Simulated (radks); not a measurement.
Problem. Species: Rh I. Configuration: [Kr] 4d8 5s1. Calculated with a radial shooting solver on a logarithmic mesh with Libxc functionals: scalar-relativistic Kohn-Sham, LDA (Slater exchange, VWN5 correlation), spin-polarised, spherical densities, point nucleus; open shells are filled with parallel spins first (spin-orbit coupling, left out, can overturn this in heavy ions); hard spherical wall at 3.5 bohr. Some entries of the table are withheld. Estimate them.

| orbital | occ. | eigenvalue (hartree) | <1/r> (bohr^-1) | <r^2> (bohr^2) |
|---|---|---|---|---|
| 1s up | 1 | -845.1772 | 47.00 | 0.001441 |
| 1s down | 1 | -845.1748 | 47.00 | 0.001441 |
| 2s up | 1 | -122.2318 | 10.64 | 0.02379 |
| 2s down | 1 | -122.2199 | 10.64 | 0.02379 |
| 2p up | 3 | -109.5794 | 10.31 | 0.01871 |
| 2p down | 3 | -109.5697 | 10.31 | 0.01871 |
| 3s up | 1 | -21.51695 | 3.703 | 0.1755 |
| 3s down | 1 | -21.50729 | 3.704 | 0.1754 |
| 3p up | 3 | -17.35832 | 3.530 | 0.1779 |
| 3p down | 3 | -17.34795 | 3.530 | 0.1778 |
| 3d up | 5 | -10.68637 | 3.304 | 0.1645 |
| 3d down | 5 | -10.67341 | 3.305 | 0.1644 |
| 4s up | 1 | -2.71919 | 1.396 | 1.106 |
| 4s down | 1 | -2.66902 | 1.399 | 1.102 |
| 4p up | 3 | -1.55533 | 1.240 | 1.376 |
| 4p down | 3 | -1.50224 | 1.243 | 1.369 |
| 4d up | 5 | 0.06163 | 0.8997 | 2.448 |
| 4d down | 3 | 0.12143 | 0.9040 | 2.432 |
| 5s up | 1 | 0.33008 | 0.6143 | 4.781 |
| 5s down | 0 | 0.39440 | 0.6131 | 4.791 |
| 5p up | 0 | 0.70109 | 0.6171 | 5.060 |
| 5p down | 0 | 0.76362 | 0.6149 | 5.075 |
| 4f up | 0 | (1) | 0.5376 | 4.625 |
| 4f down | 0 | (2) | 0.5379 | 4.631 |
| 6s up | 0 | 2.54007 | (3) | 5.052 |
| 6s down | 0 | 2.59273 | (4) | 5.053 |

Solution. 
(1) 4f up eigenvalue (hartree): 1.29246
(2) 4f down eigenvalue (hartree): 1.35692
(3) 6s up <1/r> (bohr^-1): 0.7246
(4) 6s down <1/r> (bohr^-1): 0.7248
